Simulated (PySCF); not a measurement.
Constitutional and geometric isomers with formula H6OSi3. Gas-phase values, no solvent. One relaxed conformer stands for each flexible species; it need not be the lowest. Strings in code marks are SMILES. All members: neutral, multiplicity 1. Level: PBE-D3(BJ)/def2-TZVP // r2SCAN-D4/def2-TZVP (PySCF). Delta-SCF ions had no search for a lower state.  The removal energy is E(N − 1 electrons) − E(N electrons) at the parent's geometry; ε(HOMO) is measured against the vacuum level.

| species | −ε(HOMO) (eV) | vertical ionisation energy (Delta-SCF) (eV) |
|---|---|---|
| `O[Si](=[SiH2])[SiH3]` (H–O–Si–Si torsion 29°) | 5.06 | 7.62 |
| `O[SiH2][SiH]=[SiH2]` (H–O–Si–Si torsion 169°, O–Si–Si–Si torsion -23°) | 5.14 | 7.74 |
| `O/[SiH]=[SiH]\[SiH3]` (H–O–Si–Si torsion 156°) | 5.18 | 7.76 |
| `[SiH2]=[SiH]O[SiH3]` (Si–Si–O–Si torsion 24°) | 5.19 | withheld |
| `[SiH3][Si@@H]1O[SiH2]1` | 5.83 | 8.67 |
| `O=[Si]([SiH3])[SiH3]` | 6.04 | 8.87 |
| `O=[SiH][SiH2][SiH3]` (O–Si–Si–Si torsion 8°) | 6.30 | 9.30 |
| `O1[SiH2][SiH2][SiH2]1` | 6.37 | 9.11 |

Q: Fit vertical ionisation energy (Delta-SCF) = a + b·x to the 7 complete rows by least squares, with x = −ε(HOMO) in eV. Give a, b and the rms residual, and predict the withheld value.

A: Means of the 7 rows: x̄ = 5.7029, ȳ = 8.4386 eV. Σ(x − x̄)² = 1.9349 and Σ(x − x̄)(y − ȳ) = 2.4114, so b = 1.246 and a = ȳ − b·x̄ = 1.333 eV. The rms residual is 0.081 eV. At x = 5.19 the line gives 7.80 eV. The run for `[SiH2]=[SiH]O[SiH3]` (Si–Si–O–Si torsion 24°) gave 7.86 eV, so the line is off by 0.06 eV, within twice the rms residual.

Codes: PySCF.
